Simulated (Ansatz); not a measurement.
Born–Oppenheimer molecular dynamics of C2H8ClGa (12 atoms, charge 0, multiplicity 1). It starts at the highest image of a converged band, a first-order saddle point between two minima.

The calculation used RKS PBE-D4/def2-SVP in Ansatz.

```json
{
 "ensemble": "NVE (velocity Verlet)",
 "time step": "0.5 fs",
 "steps asked": "200",
 "starting velocities drawn for": "300 K",
 "seed": "2786"
}
```

Frames 2.5 fs apart, positions in Å, forces in eV/Å.

Velocities at 70.0 fs (Å/ps):

```
Ga 6.04 3.25 -2.09
C -1.41 0.01 -1.03
C -10.31 -2.46 7.50
Cl -3.27 -3.44 -1.03
H -36.38 -68.37 48.47
H -80.75 -25.89 26.35
H 12.17 5.67 15.36
H -28.89 11.45 6.39
H 25.50 -0.20 0.05
H -19.46 0.64 8.57
H -30.57 5.71 -3.81
H -4.99 -3.36 2.18
```

```xyz
12
Properties=species:S:1:pos:R:3:forces:R:3 time_fs=70.0 energy_less_start_eV=-0.983 T=1059
Ga -0.357 0.538 0.191 1.05 -0.25 -0.02
C 1.549 -0.213 0.600 -0.37 -0.83 0.37
C -1.344 -0.088 -1.448 -0.17 0.10 0.33
Cl -1.254 1.980 1.619 0.16 -0.35 -0.35
H -3.789 -4.055 3.763 -0.01 0.00 0.00
H -4.405 -3.654 3.537 0.01 0.00 0.00
H 2.304 0.517 1.032 -0.74 -0.50 -0.23
H 1.416 -1.122 1.346 0.28 1.47 -1.16
H 1.961 -0.622 -0.383 -0.35 0.28 0.85
H -2.388 0.323 -1.456 0.37 -0.42 0.01
H -1.314 -1.214 -1.382 -0.24 0.59 -0.16
H -0.845 0.229 -2.397 0.02 -0.09 0.37
12
Properties=species:S:1:pos:R:3:forces:R:3 time_fs=72.5 energy_less_start_eV=-0.962 T=1045
Ga -0.341 0.546 0.185 0.80 -0.32 -0.12
C 1.545 -0.214 0.598 0.10 0.53 0.05
C -1.370 -0.093 -1.428 -0.29 0.96 0.14
Cl -1.262 1.971 1.616 0.20 -0.33 -0.34
H -3.910 -4.206 3.873 -1.75 1.22 -0.68
H -4.578 -3.738 3.614 1.75 -1.22 0.68
H 2.307 0.511 1.061 -1.01 -0.65 -0.36
H 1.353 -1.056 1.330 0.28 0.40 -0.46
H 2.012 -0.614 -0.356 -0.47 0.12 0.69
H -2.421 0.312 -1.434 0.55 -0.25 -0.01
H -1.396 -1.190 -1.395 -0.03 -0.36 -0.01
H -0.859 0.218 -2.379 -0.13 -0.09 0.43
12
Properties=species:S:1:pos:R:3:forces:R:3 time_fs=75.0 energy_less_start_eV=-1.029 T=1095
Ga -0.325 0.554 0.180 0.50 -0.41 -0.22
C 1.541 -0.213 0.596 -0.69 2.00 -0.91
C -1.398 -0.094 -1.408 0.24 0.52 0.54
Cl -1.270 1.962 1.613 0.23 -0.31 -0.33
H -4.114 -4.299 3.951 1.13 -0.86 0.47
H -4.667 -3.881 3.723 -1.13 0.86 -0.47
H 2.255 0.473 1.072 -0.05 0.38 0.24
H 1.305 -0.971 1.293 -0.21 -1.61 1.19
H 2.037 -0.602 -0.293 -0.02 -0.42 -0.50
H -2.426 0.289 -1.413 -0.23 0.32 -0.02
H -1.479 -1.184 -1.409 0.18 -0.57 0.12
H -0.878 0.202 -2.338 0.05 0.10 -0.10
12
Properties=species:S:1:pos:R:3:forces:R:3 time_fs=77.5 energy_less_start_eV=-1.032 T=1097
Ga -0.309 0.561 0.174 0.15 -0.48 -0.28
C 1.534 -0.203 0.591 -1.76 0.54 -0.15
C -1.424 -0.092 -1.385 0.39 -0.64 0.72
Cl -1.277 1.952 1.609 0.28 -0.29 -0.32
H -4.266 -4.433 4.051 0.63 -0.53 0.28
H -4.807 -3.982 3.810 -0.63 0.53 -0.28
H 2.200 0.457 1.097 0.76 1.13 0.75
H 1.248 -0.967 1.312 0.03 -0.77 0.35
H 2.060 -0.612 -0.256 0.18 -0.56 -0.85
H -2.443 0.283 -1.393 -0.57 0.61 0.00
H -1.552 -1.206 -1.416 0.41 0.27 0.22
H -0.896 0.191 -2.302 0.13 0.18 -0.44
12
Properties=species:S:1:pos:R:3:forces:R:3 time_fs=80.0 energy_less_start_eV=-0.947 T=1034
Ga -0.292 0.568 0.169 -0.30 -0.53 -0.32
C 1.518 -0.189 0.585 -0.51 -0.56 1.08
C -1.449 -0.093 -1.359 -0.14 -0.43 0.17
Cl -1.284 1.941 1.604 0.33 -0.26 -0.30
H -4.381 -4.595 4.166 -1.60 1.43 -0.76
H -4.984 -4.056 3.882 1.60 -1.43 0.76
H 2.181 0.497 1.159 -0.15 -0.03 -0.17
H 1.194 -1.006 1.351 0.58 0.77 -1.02
H 2.088 -0.651 -0.262 -0.43 0.13 0.29
H -2.487 0.310 -1.373 0.33 0.28 0.03
H -1.600 -1.215 -1.409 0.46 0.59 0.28
H -0.908 0.189 -2.289 -0.18 0.04 -0.04
12
Properties=species:S:1:pos:R:3:forces:R:3 time_fs=82.5 energy_less_start_eV=-0.995 T=1069
Ga -0.275 0.575 0.163 -0.79 -0.50 -0.37
C 1.500 -0.178 0.584 0.67 -0.40 1.33
C -1.475 -0.097 -1.332 -0.15 0.74 -0.30
Cl -1.290 1.930 1.599 0.37 -0.22 -0.29
H -4.574 -4.689 4.245 0.39 -0.38 0.20
H -5.084 -4.198 3.990 -0.39 0.38 -0.20
H 2.155 0.538 1.212 -0.66 -0.85 -0.90
H 1.172 -1.007 1.336 0.52 0.84 -0.91
H 2.094 -0.683 -0.254 -0.66 0.63 0.75
H -2.514 0.355 -1.351 0.82 -0.08 0.09
H -1.623 -1.194 -1.387 0.28 -0.08 0.27
H -0.930 0.191 -2.278 -0.39 -0.10 0.33
12
Properties=species:S:1:pos:R:3:forces:R:3 time_fs=85.0 energy_less_start_eV=-1.037 T=1101
Ga -0.259 0.581 0.156 -1.24 -0.44 -0.44
C 1.485 -0.169 0.589 0.53 0.59 0.43
C -1.500 -0.096 -1.306 0.57 1.25 -0.14
Cl -1.296 1.919 1.593 0.39 -0.17 -0.26
H -4.743 -4.807 4.337 1.14 -1.21 0.62
H -5.208 -4.315 4.085 -1.14 1.21 -0.62
H 2.095 0.535 1.216 -0.06 -0.34 -0.50
H 1.177 -0.965 1.273 -0.16 -0.54 0.51
H 2.063 -0.682 -0.208 -0.06 0.40 -0.07
H -2.497 0.396 -1.324 0.18 -0.04 0.17
H -1.629 -1.177 -1.348 0.03 -0.66 0.24
H -0.974 0.187 -2.252 -0.17 -0.07 0.06
12
Properties=species:S:1:pos:R:3:forces:R:3 time_fs=87.5 energy_less_start_eV=-0.851 T=961
Ga -0.245 0.586 0.149 -1.65 -0.36 -0.49
C 1.472 -0.157 0.596 -0.64 0.47 -0.36
C -1.523 -0.090 -1.281 1.26 0.25 0.28
Cl -1.300 1.908 1.587 0.40 -0.11 -0.22
H -4.859 -4.979 4.456 -1.36 1.55 -0.78
H -5.385 -4.379 4.152 1.36 -1.55 0.78
H 2.035 0.516 1.196 1.10 0.94 0.69
H 1.175 -0.952 1.238 -0.56 -1.28 1.26
H 2.031 -0.658 -0.168 0.72 -0.13 -1.14
H -2.471 0.437 -1.286 -0.74 0.17 0.25
H -1.632 -1.192 -1.294 -0.09 0.03 0.22
H -1.027 0.179 -2.223 0.19 0.01 -0.49
12
Properties=species:S:1:pos:R:3:forces:R:3 time_fs=90.0 energy_less_start_eV=-1.018 T=1086
Ga -0.231 0.592 0.142 -2.05 -0.21 -0.50
C 1.457 -0.144 0.602 -0.02 -1.15 0.62
C -1.540 -0.082 -1.255 0.99 0.02 0.12
Cl -1.305 1.896 1.581 0.39 -0.06 -0.17
H -5.040 -5.077 4.538 -0.15 0.18 -0.09
H -5.497 -4.516 4.257 0.15 -0.18 0.09
H 2.032 0.543 1.208 0.70 0.41 0.39
H 1.145 -1.002 1.267 0.11 0.41 -0.06
H 2.034 -0.636 -0.186 0.27 0.19 -0.45
H -2.482 0.484 -1.234 -0.35 -0.22 0.26
H -1.641 -1.206 -1.228 -0.16 0.70 0.13
H -1.071 0.171 -2.220 0.12 -0.09 -0.35
12
Properties=species:S:1:pos:R:3:forces:R:3 time_fs=92.5 energy_less_start_eV=-0.865 T=971
Ga -0.220 0.597 0.135 -2.35 -0.01 -0.47
C 1.442 -0.136 0.611 1.86 -1.23 1.24
C -1.553 -0.074 -1.228 0.50 0.91 -0.43
Cl -1.308 1.884 1.575 0.37 0.00 -0.12
H -5.220 -5.178 4.621 1.42 -1.93 0.95
H -5.609 -4.650 4.361 -1.42 1.93 -0.95
H 2.068 0.591 1.240 -0.46 -0.89 -0.62
H 1.119 -1.032 1.295 0.52 1.24 -0.76
H 2.052 -0.604 -0.230 -0.48 0.57 0.67
H -2.512 0.518 -1.166 0.47 -0.69 0.15
H -1.658 -1.183 -1.154 -0.21 0.35 0.06
H -1.108 0.158 -2.236 -0.21 -0.24 0.28
12
Properties=species:S:1:pos:R:3:forces:R:3 time_fs=95.0 energy_less_start_eV=-0.919 T=1013
Ga -0.210 0.602 0.127 -2.40 0.14 -0.39
C 1.436 -0.133 0.626 2.30 -0.23 0.68
C -1.562 -0.061 -1.203 0.56 1.28 -0.53
Cl -1.312 1.872 1.568 0.33 0.06 -0.06
H -5.342 -5.357 4.743 -1.05 1.55 -0.76
H -5.780 -4.708 4.426 1.05 -1.55 0.76
H 2.080 0.591 1.241 -0.61 -0.87 -0.56
H 1.122 -0.997 1.284 0.34 0.40 -0.25
H 2.046 -0.540 -0.239 -0.43 0.26 0.64
H -2.518 0.514 -1.090 0.38 -0.44 0.03
H -1.688 -1.142 -1.076 -0.18 -0.39 0.07
H -1.158 0.131 -2.237 -0.28 -0.21 0.39
12
Properties=species:S:1:pos:R:3:forces:R:3 time_fs=97.5 energy_less_start_eV=-0.986 T=1062
Ga -0.203 0.608 0.118 -2.17 0.19 -0.21
C 1.441 -0.131 0.644 1.03 0.93 -0.63
C -1.569 -0.043 -1.180 0.84 0.13 0.02
Cl -1.314 1.860 1.561 0.28 0.12 0.01
H -5.511 -5.464 4.830 -0.47 0.75 -0.36
H -5.903 -4.836 4.527 0.47 -0.75 0.36
H 2.063 0.547 1.214 0.41 0.50 0.57
H 1.143 -0.944 1.262 -0.24 -1.41 0.93
H 2.016 -0.463 -0.215 0.33 -0.48 -0.48
H -2.506 0.487 -1.011 -0.42 0.30 0.02
H -1.729 -1.119 -0.995 0.04 -0.22 0.00
H -1.223 0.092 -2.219 -0.09 -0.06 -0.21
```

Of the whole run (100 fs, mean temperature of the second half 1026 K): The conserved energy stayed within 0.37 meV per atom of its start (net change 0.27 meV per atom), so the integration is sound. The kinetic energy rose, since the run started high on the potential surface and went downhill. It ends in pieces (C2H6ClGa + H2), so much of that is their flight and rotation, not heat. A run of 0.1 ps of so small a system gives no equilibrium averages. The orbitals stay closed-shell, which can raise the energy where a bond breaks towards radicals; this wasn't checked here.

The run took 6.3 min on 2 threads of Intel(R) Xeon(R) Platinum 8488C (Sapphire Rapids), on a shared host, peak memory 0.18 GiB.
